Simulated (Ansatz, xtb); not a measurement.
## Relative energy of two isomers of BF2H2Si

Structure a is `B[Si](F)F`, a doublet and structure b is `FB[SiH]F`, a doublet. Both are isolated molecules in the gas phase, relaxed with B3LYP-D3(BJ)/6-311G**; the shapes shown needn't be the lowest conformers.

a (Å):

```yaml
atoms:
  - { symbol: B, position_ang: [-1.1268, 1.1558, 0.5887] }
  - { symbol: F, position_ang: [-3.4331, -0.7438, -0.3503] }
  - { symbol: F, position_ang: [-2.9413, 1.1638, -1.9642] }
  - { symbol: Si, position_ang: [-2.4862, 0.5318, -0.5633] }
  - { symbol: H, position_ang: [-0.5364, 2.1242, 0.2467] }
  - { symbol: H, position_ang: [-0.9449, 0.5419, 1.5854] }
```

b (Å):

```xyz
6

B     0.7985   -0.8627   -0.8670
F     1.7156   -1.5046   -0.1473
F    -1.2852   -0.5131    1.4360
Si   -0.9920   -0.4521   -0.1605
H    -1.8205    0.6230   -0.7543
H     1.0134   -0.6356   -2.0209
```

Quicker runs give these differences E(b) − E(a): GFN2-xTB +9.9 kcal/mol; HF/STO-3G −21.6 kcal/mol (at GFN2-xTB geometries); r2SCAN-D4/def2-SVP +2.2 kcal/mol (at GFN2-xTB geometries).

Question: Estimate which is lower in electronic energy at CCSD(T)/def2-SVP + ΔMP2/def2-TZVPP, and by roughly how much.

Answer: Not settled: CCSD(T)/def2-SVP + ΔMP2/def2-TZVPP gives E(b) − E(a) = +7.3 kcal/mol, but this leans on the basis-set step: CCSD(T) alone gives +0.4 kcal/mol.

Level by level:

| level | geometry | E(b) − E(a) (kcal/mol) | departure from the last row (kcal/mol) | job, with rough time for the two |
| --- | --- | --- | --- | --- |
| GFN2-xTB | GFN2-xTB | +9.9 | +2.6 | optimisation, 0.23 s |
| HF/STO-3G | GFN2-xTB | −21.6 | −28.9 | single point, 0.38 s |
| r2SCAN-D4/def2-SVP | GFN2-xTB | +2.2 | −5.1 | single point, 4.3 s |
| B3LYP-D3(BJ)/6-311G** | B3LYP-D3(BJ)/6-311G** | +2.6 | −4.8 | optimisation, 68 s |
| HF/def2-SVP | B3LYP-D3(BJ)/6-311G** | −2.5 | −9.9 | part of the CCSD(T) run |
| MP2/def2-SVP | B3LYP-D3(BJ)/6-311G** | +1.8 | −5.6 | part of the CCSD(T) run |
| CCSD(T)/def2-SVP | B3LYP-D3(BJ)/6-311G** | +0.4 | −6.9 | single point |
| CCSD(T)/def2-SVP + ΔMP2/def2-TZVPP | B3LYP-D3(BJ)/6-311G** | +7.3 |  | single point, 21 s |

As drawn, b has 1 B–F, 1 Si–H in place of 1 F–Si, 1 B–H.

HF/STO-3G, HF/def2-SVP put the two in the other order. CCSD(T)/def2-SVP finds them nearly level. The largest departure from CCSD(T)/def2-SVP + ΔMP2/def2-TZVPP is that of HF/STO-3G, 28.9 kcal/mol. The last row adds to CCSD(T) the change of the MP2 difference between the two basis sets, here +6.9 kcal/mol, a large step that makes the value less sure.

With harmonic frequencies from B3LYP-D3(BJ)/6-311G** (ideal gas, rigid rotor, one conformer each, 298.15 K, 1 atm): on the last row, ΔE + ΔZPE = +7.3, ΔH = +7.2, ΔG = +6.7 kcal/mol.

Open shells are spin-unrestricted. The correlated steps freeze 8 core orbitals. Mirror images aren't counted in ΔG. Codes used: Ansatz 0.2.0, xtb 6.7.1; the last row on 2 threads of Intel(R) Xeon(R) Platinum 8259CL CPU @ 2.50GHz (Skylake/Cascade Lake) on a shared host.
